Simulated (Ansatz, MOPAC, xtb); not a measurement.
Dissociation curve of BH, singlet.

Methods: PM3, restricted, heats of formation (MOPAC); PM7, restricted, heats of formation (MOPAC); GFN1-xTB (xtb); FCI = full CI/aug-cc-pVQZ, frozen core (Ansatz, an electronic-structure program).

Energies relative to the lowest point of each curve near equilibrium, in kcal/mol; the last columns give the difference from FCI:

```tsv
R / Å	PM3	PM7	GFN1-xTB	FCI	PM3 − FCI	PM7 − FCI	GFN1-xTB − FCI
0.99	11.3	12.8	21.4	20.3	-9.0	-7.5	1.1
1.05	4.6	6.0	10.9	10.2	-5.6	-4.2	0.7
1.13	0.6	1.1	3.3	2.8	-2.2	-1.7	0.5
1.18	0.0	0.0	1.0	0.7	-0.7	-0.7	0.3
1.22	0.3	0.0	0.1	0.0	0.3	0.0	0.1
1.24	0.7	0.3	0.0	0.0	0.7	0.3	0.0
1.27	1.5	0.9	0.1	0.3	1.3	0.7	-0.2
1.32	3.3	2.7	0.9	1.4	1.9	1.3	-0.5
1.38	6.2	5.8	2.8	3.6	2.5	2.2	-0.8
1.44	9.6	9.8	5.4	6.6	3.0	3.2	-1.1
1.53	15.8	16.7	10.2	11.8	4.0	4.9	-1.6
1.66	27.0	28.2	18.2	20.3	6.7	7.9	-2.1
1.89	50.8	49.7	33.6	35.4	15.5	14.3	-1.8
2.08	70.3	66.5	46.6	46.6	23.7	19.9	0.0
2.20	81.6	76.2	54.4	52.8	28.7	23.4	1.6
2.48	105.1	95.7	70.8	64.7	40.4	30.9	6.0
2.73	123.0	109.3	82.5	72.3	50.7	37.1	10.3
3.02	139.9	121.5	92.8	77.9	62.1	43.6	14.9
3.39	156.4	132.6	101.4	81.6	74.8	51.0	19.8
3.75	168.1	140.1	106.3	83.2	84.8	56.9	23.0
4.35	181.1	148.4	—	84.1	97.0	64.2	—
4.96	189.3	153.8	—	84.3	105.0	69.5	—
```

PM3 is furthest from FCI at 4.96 (105.0 kcal/mol, above); its mean absolute difference over the points is 28.2 kcal/mol.

PM7 is furthest from FCI at 4.96 (69.5 kcal/mol, above); its mean absolute difference over the points is 20.2 kcal/mol.

GFN1-xTB is furthest from FCI at 3.75 (23.0 kcal/mol, above); its mean absolute difference over the points is 4.3 kcal/mol.

Dashes: no converged value, or the column stops at the first point that the program doubted or that broke a chosen test of continuity, which isn't proof of a fault.

The restricted form behind PM3, PM7 keeps the bonding electrons paired and can't separate into open-shell fragments.
